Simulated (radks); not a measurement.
Removal energies from the lead ion Pb6+, [Xe] 4f14 5d(3/2: 4, 5/2: 4), by Delta-SCF beside the eigenvalue of the level emptied. All-electron calculation, Dirac Kohn-Sham, BLYP, spin-unpolarised, spherical densities, finite nucleus; Fermi nuclear charge, rms radius of each element as measured or else 0.836 A^(1/3) + 0.57 fm. Program: a radial shooting solver on a logarithmic mesh with Libxc functionals. Sub-shells are occupied by j as written (lower j first in brackets).

removed from                                       final configuration  Delta-SCF (eV)  -eigenvalue (eV)
5d5/2                                     [Xe] 4f14 5d(3/2: 4, 5/2: 3)          102.45            93.628
5d3/2                                     [Xe] 4f14 5d(3/2: 3, 5/2: 4)          105.68            96.685
5p3/2         [Kr] 4d10 4f14 5s2 5p(1/2: 2, 3/2: 3) 5d(3/2: 4, 5/2: 4)          166.57            156.37
5p1/2         [Kr] 4d10 4f14 5s2 5p(1/2: 1, 3/2: 4) 5d(3/2: 4, 5/2: 4)          190.33            179.50
